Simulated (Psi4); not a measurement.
C6H9FO (SMILES C=C1C[C@H](O)C[C@@H]1F), singlet, geometry from GFN2-xTB; CCSD(T)/STO-3G (Psi4 1.11).

Here is a job for Psi4.
```
memory 2 GB

molecule {
0 1
C     2.22663661    0.91063264    0.51830703
C     1.08461958    0.30470280    0.25007391
C     0.79674948   -0.59982499   -0.91320456
C    -0.59496256   -1.18400321   -0.64104338
O    -1.23634382   -1.46283348   -1.86007536
C    -1.28965435   -0.09554853    0.19261701
C    -0.17294078    0.44718065    1.07875122
F    -0.40478526    1.75706800    1.44502880
H     3.09152855    0.78877916   -0.11035641
H     2.32874289    1.56336931    1.36785303
H     0.74483065   -0.02437496   -1.84026090
H     1.55471049   -1.37088405   -1.04043781
H    -0.50635019   -2.10395283   -0.03990647
H    -2.12610296   -1.78653614   -1.68489290
H    -2.14139008   -0.46693361    0.76143298
H    -1.62584332    0.70217280   -0.47284114
H    -0.08899624   -0.11141997    2.02174611
}

set {
  basis sto-3g
}

energy('ccsd(t)')
print_variables()
```

Output, abridged:

```
   => Loading Basis Set <=

    Name: STO-3G
    Role: ORBITAL
    Keyword: BASIS

         ---------------------------------------------------------
                                   SCF
               by Justin Turney, Rob Parrish, Andy Simmonett
                          and Daniel G. A. Smith
                              RHF Reference
         ---------------------------------------------------------

  ==> Geometry <==

    Molecular point group: c1
    Full point group: C1

    Geometry (in Angstrom), charge = 0, multiplicity = 1:

       Center              X                  Y                   Z               Mass
    ------------   -----------------  -----------------  -----------------  -----------------
         C            2.240588841610     0.871434394955     0.496924601785    12.000000000000
         C            1.098571811610     0.265504554955     0.228691481785    12.000000000000
         C            0.810701711610    -0.639023235045    -0.934586988215    12.000000000000
         C           -0.581010328390    -1.223201455045    -0.662425808215    12.000000000000
         O           -1.222391588390    -1.502031725045    -1.881457788215    15.994914619570
         C           -1.275702118390    -0.134746775045     0.171234581785    12.000000000000
         C           -0.158988548390     0.407982404955     1.057368791785    12.000000000000
         F           -0.390833028390     1.717869754955     1.423646371785    18.998403162730
         H            3.105480781610     0.749580914955    -0.131738838215     1.007825032230
         H            2.342695121610     1.524171064955     1.346470601785     1.007825032230
         H            0.758782881610    -0.063573205045    -1.861643328215     1.007825032230
         H            1.568662721610    -1.410082295045    -1.061820238215     1.007825032230
         H           -0.492397958390    -2.143151075045    -0.061288898215     1.007825032230
         H           -2.112150728390    -1.825734385045    -1.706275328215     1.007825032230
         H           -2.127437848390    -0.506131855045     0.740050551785     1.007825032230
         H           -1.611891088390     0.662974554955    -0.494223568215     1.007825032230
         H           -0.075044008390    -0.150618215045     2.000363681785     1.007825032230

  Running in c1 symmetry.

  Rotational constants: A =      0.11342  B =      0.05385  C =      0.03903 [cm^-1]
  Rotational constants: A =   3400.34089  B =   1614.39217  C =   1169.96004 [MHz]
  Nuclear repulsion =  387.801522066549808

  Charge       = 0
  Multiplicity = 1
  Electrons    = 62
  Nalpha       = 31
  Nbeta        = 31

  ==> Algorithm <==

  SCF Algorithm Type is PK.
  DIIS enabled.
  MOM disabled.
  Fractional occupation disabled.
  Guess Type is SAD.
  Energy threshold   = 1.00e-08
  Density threshold  = 1.00e-08
  Integral threshold = 1.00e-12

  ==> Primary Basis <==

  Basis Set: STO-3G
    Blend: STO-3G
    Number of shells: 33
    Number of basis functions: 49
    Number of Cartesian functions: 49
    Spherical Harmonics?: true
    Max angular momentum: 1

  ==> Integral Setup <==

  Using in-core PK algorithm.
   Calculation information:
      Number of atoms:                  17
      Number of AO shells:              33
      Number of primitives:             99
      Number of atomic orbitals:        49
      Number of basis functions:        49

      Integral cutoff                 1.00e-12
      Number of threads:                 1

  Performing in-core PK
  Using 1501850 doubles for integral storage.
  We computed 140387 shell quartets total.
  Whereas there are 157641 unique shell quartets.

  ==> DiskJK: Disk-Based J/K Matrices <==

    J tasked:                  Yes
    K tasked:                  Yes
    wK tasked:                  No
    Schwarz Cutoff:          1E-12

  Minimum eigenvalue in the overlap matrix is 1.8228163851E-01.
  Reciprocal condition number of the overlap matrix is 6.9158601013E-02.
[...]
  @RHF Final Energy:  -401.53071854428720
    Total Energy =                       -401.5307185442871969
[...]
     4        -0.468370309887311    3.955e-03    0.004642    0.020426    0.020426    0.233249
     5        -0.468347291238182    1.004e-03    0.004633    0.020419    0.020419    0.234124
     6        -0.468320448481103    3.555e-04    0.004630    0.020407    0.020407    0.234275
     7        -0.468313585555741    1.185e-04    0.004628    0.020393    0.020393    0.234327
     8        -0.468313564085168    4.400e-05    0.004627    0.020388    0.020388    0.234349
     9        -0.468313609691884    1.225e-05    0.004627    0.020387    0.020387    0.234350
    10        -0.468313523423672    5.237e-06    0.004627    0.020386    0.020386    0.234350
    11        -0.468313475375310    2.424e-06    0.004627    0.020386    0.020386    0.234349
    12        -0.468313432426779    8.113e-07    0.004627    0.020386    0.020386    0.234349
    13        -0.468313426177531    2.579e-07    0.004627    0.020386    0.020386    0.234349
    14        -0.468313431035846    9.285e-08    0.004627    0.020386    0.020386    0.234349

    Iterations converged.

    Largest TIA Amplitudes:
             26   2        -0.0093120672
             25   2         0.0085035706
             20   2         0.0075102963
             24   1        -0.0066417614
             27   2        -0.0062864065
             28   3        -0.0062600552
             27   5        -0.0060947091
             18   4         0.0054016786
             29   2         0.0051699521
             29  13         0.0049831459

    Largest TIjAb Amplitudes:
     30  30   0   0        -0.1807582788
     29  30   0   0        -0.0311777428
     30  29   0   0        -0.0311777428
     21  30   0   0         0.0267235726
     30  21   0   0         0.0267235726
     26  30   0   0        -0.0249407870
     30  26   0   0        -0.0249407870
     20  30   0   0        -0.0236845972
     30  20   0   0        -0.0236845972
     30  30   0   2        -0.0227812432

    SCF energy       (wfn)                    = -401.530718544287197
    Reference energy (file100)                = -401.530718544286003

    Opposite-spin MP2 correlation energy      =   -0.314145936857561
    Same-spin MP2 correlation energy          =   -0.051538621897706
    Singles MP2 correlation energy            =   -0.000000000000000
    MP2 correlation energy                    =   -0.365684558755267
      * MP2 total energy                      = -401.896403103041280

    Opposite-spin CCSD correlation energy     =   -0.425176386456289
    Same-spin CCSD correlation energy         =   -0.043137044579557
    Singles CCSD correlation energy           =    0.000000000000000
    CCSD correlation energy                   =   -0.468313431035846
      * CCSD total energy                     = -401.999031975321827

            **************************
            *                        *
            *        CCTRIPLES       *
            *                        *
            **************************

    Wave function   =    CCSD_T
    Reference wfn   =      RHF

    Nuclear Rep. energy (wfn)                =  387.801522066549808
    SCF energy          (wfn)                = -401.530718544287197
    Reference energy    (file100)            = -401.530718544286003
    CCSD energy         (file100)            =   -0.468313431035846
    Total CCSD energy   (file100)            = -401.999031975321827

    Number of ijk index combinations:             5456
    Approx. words needed per explicit thread:           23328
    Number of threads for explicit ijk threading:    1

    MKL num_threads set to 1 for explicit threading.

    (T) energy                                =   -0.005106081261805
      * CCSD(T) total energy                  = -402.004138056583656

  Variable Map:
  ----------------------------------------------------------------------------
[...]
  Array Variable Map:
  ----------------------------------------------------------------------------
[...]
[...]
```
